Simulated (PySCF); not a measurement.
Compound: C6H10F (doublet state).
Z-matrix (Å and degrees, GFN2-xTB geometry), rows numbered from 1:
```
C 
C   1  1.5346
C   2  1.4961  1  111.38
C   3  1.4894  2  116.89  1    95.26
C   3  1.3823  2  122.42  1   -82.60
C   5  1.3663  3  126.45  2    -1.29
F   6  1.3481  5  119.74  3  -179.58
H   1  1.0875  2  110.41  3   -60.32
H   1  1.0870  2  110.40  3    59.42
H   1  1.0875  2  110.33  3   179.73
H   2  1.0920  1  108.66  3   120.66
H   2  1.0917  1  108.84  3  -121.84
H   4  1.0866  3  111.61  2  -173.89
H   4  1.0924  3  110.43  2    65.28
H   4  1.0914  3  110.42  2   -52.77
H   5  1.0827  3  117.98  2   178.78
H   6  1.0761  5  128.00  3     0.13
```

The hyperfine couplings belong to this conformer and change with its torsions.

The species is `CC[C](C)/C=C/F` [radical].

Computed, not measured: UKS B3LYP, pcH-1 on C F H, non-relativistic, mean-field spin-orbit, GIAO in PySCF 2.14.0. Isolated species at its GFN2-xTB geometry (one conformer only). The geometry wasn't refined by DFT: couplings that depend on bond lengths, twists or pyramidal angles can differ widely from those at the functional's own minimum. The SCF solution wasn't tested for stability. ⟨S²⟩ is 0.775 where a pure state has 0.75.

(1) The isotropic 1H couplings, averaged over equivalent nuclei, are +47.5, -42.7, +18.4, +11.7, +0.7 MHz. Assign them to H8/H9/H10; H11/H12; H13/H14/H15; H16; H17.

## Answers

(1) 
| site | a_iso (MHz) | ρ(0) (bohr⁻³) | position | distance from C3 (Å) | bound to | spin population there | largest \|T\| (MHz) |
| --- | --- | --- | --- | --- | --- | --- | --- |
| H8/H9/H10 | +0.7 | +0.0002 | 3 bonds from C3 | 2.99 | C1 | +0.03 | 3.8 |
| H11/H12 | +18.4 | +0.0041 | 2 bonds from C3 | 2.13 | C2 | -0.05 | 5.5 |
| H13/H14/H15 | +47.5 | +0.0106 | 2 bonds from C3 | 2.14 | C4 | -0.06 | 5.8 |
| H16 | +11.7 | +0.0026 | 2 bonds from C6, on C5 of spin population -0.25 | 2.12 | C5 | -0.25 | 6.8 |
| H17 | -42.7 | -0.0095 | 1 bond from C6 | 2.86 | C6 | +0.59 | 23.5 |

ρ(0) is the spin density at the nucleus and T the dipolar tensor; entries for several nuclei are means. Largest spin populations (Mulliken): C3 (+0.63), C6 (+0.59) and C5 (-0.25). The angles at C3 add up to 360.0°, so it is planar. Main spin sites, with 60 % or more of the largest population: C3, C6; positions count bonds from the nearest.

β density exceeds α density at some nuclei, such as C5 (-0.0431), C4 (-0.0205) and C2 (-0.0172), spin density in bohr⁻³. In a single determinant that takes different orbitals for the two spins, that is spin polarisation.

Means are taken over nuclei equivalent by connectivity, which assumes that they swap fast. The three 1H nuclei of mean +47.5 MHz run from 2.2 to 74.5 MHz in the frozen geometry. The three 1H nuclei of mean +0.7 MHz run from -2.3 to 5.9 MHz in the frozen geometry. The 1H value of +18.4 MHz is a mean of couplings from 14.3 to 22.6 MHz in this one geometry, not an average over conformers.
